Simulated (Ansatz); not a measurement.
Ideal-gas functions of `[OH][GeH2][SeH]` at 500 K and 1 bar, from an Ansatz frequency run at PBE0-D4/def2-TZVP.

Molar mass 171.6 g/mol, point group C1 (symmetry number 1), electronic degeneracy 1, moments of inertia 42.828, 281.498, 313.307 u Å². Harmonic wavenumbers (cm⁻¹, unscaled): 146, 187, 256, 292, 448, 628, 693, 714, 780, 855, 947, 2152, 2193, 2446, 3888.

Use S(trans) = R[1.5 ln M + 2.5 ln T − 1.1517]; rotational temperatures θ = 24.2544 K / I; S(rot) = R[ln(√π/σ · √(T³/θAθBθC)) + 1.5]; for each mode x = 1.438777 ν̃/T, S = R[x/(eˣ − 1) − ln(1 − e⁻ˣ)] and H = RT x/(eˣ − 1); 1 cm⁻¹ = 0.0119627 kJ/mol; R = 8.31446 J/(mol·K).

Question: By hand: the entropy, in J/(mol·K).

Answer: Translation 183.8. Rotation: θ = 0.5663, 0.0862, 0.0774 K, giving 117.9. Vibration, mode by mode: 15.59, 13.57, 11.04, 10.00, 6.76, 4.44, 3.83, 3.65, 3.14, 2.65, 2.15, 0.12, 0.11, 0.06, 0.00, in all 77.1. Electronic 0.0. Sum 378.8 J/(mol·K).

Question: By hand: H − E and G − E in kJ/mol, counted from the electronic energy.

Answer: Zero-point energy ½ × 16625 × 0.0119627 = 99.4; thermal vibration 21.0; translation, rotation and pV give 4 RT = 16.6. H − E = 137.0 kJ/mol, and G − E = 137.0 − 500 × 378.8/1000 = -52.4 kJ/mol.

Vibration gives 20 % of the entropy, 15.6 J/(mol·K) of it from the mode under 150 cm⁻¹: soft modes count most, and the harmonic formula is weakest for them. The sum counts one conformer and one mirror image; others add a mixing term.
